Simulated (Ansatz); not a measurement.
C2H6BClS (`CCB(S)Cl`). Charge 0, multiplicity 1. Geometry: relaxed with PBE0-D4/def2-TZVP. It is one conformer, not always the lowest.

```xyz
11

C     0.860   -1.093    0.569
C    -0.015   -0.314   -0.408
B    -0.785    0.912    0.187
S    -1.154    2.418   -0.712
Cl   -1.416    0.862    1.833
H     0.280   -1.453    1.420
H     1.317   -1.958    0.083
H     1.665   -0.469    0.963
H    -0.795   -0.980   -0.806
H     0.568   -0.003   -1.280
H    -0.525    2.078   -1.849
```

Question: What is the dipole moment at ωB97M-V/def2-TZVPP? (Best estimate.)

Answer: Ansatz gave: 2.03 D, with components (0.97, -0.84, -1.57) D in this frame, pointing from negative to positive charge.

Question: And with PBE, r2SCAN, B3LYP? (An estimate is asked.)

Answer: Ansatz gave: PBE 1.97 D, r2SCAN 2.09 D, B3LYP 2.02 D.

Question: Give the Mulliken charges with ωB97M-V, PBE, B3LYP in def2-TZVPP. (Estimate.)

Answer: The calculation gave: 
```tsv
atom	ωB97M-V	PBE	B3LYP
C1	-0.30	-0.24	-0.23
C2	-0.19	-0.18	-0.16
B3	0.10	0.16	0.18
S4	-0.11	-0.13	-0.14
Cl5	-0.12	-0.14	-0.16
H6	0.11	0.09	0.09
H7	0.11	0.08	0.09
H8	0.11	0.09	0.08
H9	0.11	0.10	0.09
H10	0.08	0.07	0.07
H11	0.11	0.11	0.10
```

B3LYP here is the variant with VWN-RPA as its local correlation; programs differ in this.
